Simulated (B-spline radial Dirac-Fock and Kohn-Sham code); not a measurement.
# Two-hole binding energies of Tb⁺

System: Tb⁺, configuration [Xe] 4f9 6s1.

The run's input, task.json:

```json
{"items": [{
  "Z": 65,
  "q": 1,
  "cfg": [[1, 0, 2], [2, 0, 2], [2, 1, 6], [3, 0, 2], [3, 1, 6], [3, 2, 10], [4, 0, 2], [4, 1, 6], [4, 2, 10], [4, 3, 9], [5, 0, 2], [5, 1, 6], [6, 0, 1]],
  "A": 159,
  "rrms": 5.06,
  "do": ["binding", "quiet", "double"]
}]}
```

Launch: `python xray_run.py task.json out`

Model: multi-electron Dirac-Fock with separately optimised hole states, Breit and Lamb-shift corrections added in first order. Program: a B-spline atomic structure program. U is the two-hole binding energy less the two single-hole energies, the effective repulsion of the holes after relaxation. Each two-hole energy is an average over J within one jj subconfiguration.

| holes | E(a) (eV) | E(b) (eV) | E(ab) (eV) | U (eV) |
| --- | --- | --- | --- | --- |
| 1s⁻² | 52003.5 | 52003.5 | 105150.0 | 1143.1 |
| 1s⁻¹ 2p3/2⁻¹ | 52003.5 | 7523.6 | 59810.6 | 283.5 |
| 1s⁻¹ 3p3/2⁻¹ | 52003.5 | 1622.0 | 53709.8 | 84.4 |
| 2p3/2⁻² | 7523.6 | 7523.6 | 15243.1 | 195.8 |
| 2p1/2⁻¹ 3s⁻¹ | 8261.6 | 1976.1 | 10308.3 | 70.6 |
| 2p1/2⁻¹ 3p3/2⁻¹ | 8261.6 | 1622.0 | 9956.2 | 72.6 |
| 2p1/2⁻¹ 3d3/2⁻¹ | 8261.6 | 1283.0 | 9621.1 | 76.6 |
| 2p3/2⁻¹ 3s⁻¹ | 7523.6 | 1976.1 | 9569.2 | 69.5 |
| 2p3/2⁻¹ 3p1/2⁻¹ | 7523.6 | 1776.8 | 9376.4 | 75.9 |
| 3p1/2⁻² | 1776.8 | 1776.8 | 3609.5 | 55.9 |
| 3p1/2⁻¹ 3p3/2⁻¹ | 1776.8 | 1622.0 | ? | ? |
| 3d3/2⁻¹ 3d5/2⁻¹ | 1283.0 | 1250.0 | 2591.5 | 58.5 |
| 3d5/2⁻² | 1250.0 | 1250.0 | 2557.2 | 57.1 |
| 5p1/2⁻² | 38.69 | 38.69 | 90.91 | 13.5 |

Problem. Give the missing two-hole energy and U.

Solution. E(ab) = 3447.4 eV and U = 48.6 eV.

Values without a named source are computed, but for edge energies of neutral atoms, which are taken from tables.
